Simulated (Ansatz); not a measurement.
Computed with Ansatz on PBE0-D4/def2-TZVP structures; ΔE is electronic, products minus reactants. CBS: MP2 limit from def2 TZ/QZ plus the TZ coupled-cluster correction, frozen cores. Functionals use def2-TZVPP. B3LYP here is the variant with VWN-RPA as its local correlation; programs differ in this. Each species was taken in one conformer, which may not be the lowest.

Reaction (isomerisation): `C=C(F)O[SiH3]` → `C=CO[SiH2]F`

```json
{"level": "r2SCAN-D4", "ΔE (kcal/mol)": "-45.4", "difference from CCSD(T)/CBS": "4.3"}
{"level": "ωB97X-V", "ΔE (kcal/mol)": "-45.4", "difference from CCSD(T)/CBS": "4.3"}
{"level": "B2PLYP", "ΔE (kcal/mol)": "-48.2", "difference from CCSD(T)/CBS": "1.5"}
{"level": "PBE", "ΔE (kcal/mol)": "-43.4", "difference from CCSD(T)/CBS": "6.3"}
{"level": "r2SCAN", "ΔE (kcal/mol)": "-45.5", "difference from CCSD(T)/CBS": "4.2"}
{"level": "PBE0", "ΔE (kcal/mol)": "-44.7", "difference from CCSD(T)/CBS": "5.0"}
{"level": "B3LYP", "ΔE (kcal/mol)": "-46.7", "difference from CCSD(T)/CBS": "3.0"}
{"level": "HF/def2-TZVPP", "ΔE (kcal/mol)": "-48.7", "difference from CCSD(T)/CBS": "1.0"}
{"level": "SCS-MP2/def2-TZVPP", "ΔE (kcal/mol)": "-49.5", "difference from CCSD(T)/CBS": "0.2"}
{"level": "CCSD/def2-TZVPP", "ΔE (kcal/mol)": "-48.6", "difference from CCSD(T)/CBS": "1.1"}
{"level": "HF/def2-QZVPP", "ΔE (kcal/mol)": "-49.4", "difference from CCSD(T)/CBS": "0.3"}
{"level": "MP2/def2-QZVPP", "ΔE (kcal/mol)": "-51.1", "difference from CCSD(T)/CBS": "-1.4"}
{"level": "SCS-MP2/def2-QZVPP", "ΔE (kcal/mol)": "-50.7", "difference from CCSD(T)/CBS": "-1.0"}
{"level": "HF/CBS(def2)", "ΔE (kcal/mol)": "-49.5", "difference from CCSD(T)/CBS": "0.2"}
{"level": "MP2/CBS(def2)", "ΔE (kcal/mol)": "-51.5", "difference from CCSD(T)/CBS": "-1.8"}
{"level": "CCSD/CBS(def2)", "ΔE (kcal/mol)": "-50.1", "difference from CCSD(T)/CBS": "-0.4"}
{"level": "CCSD(T)/CBS", "ΔE (kcal/mol)": "-49.7", "difference from CCSD(T)/CBS": "0"}
```

Largest T1 diagnostic among the species: 0.012.

From PBE to PBE0 (25 % exact exchange), in def2-TZVPP and without D4, ΔE moves by −1.3 kcal/mol.
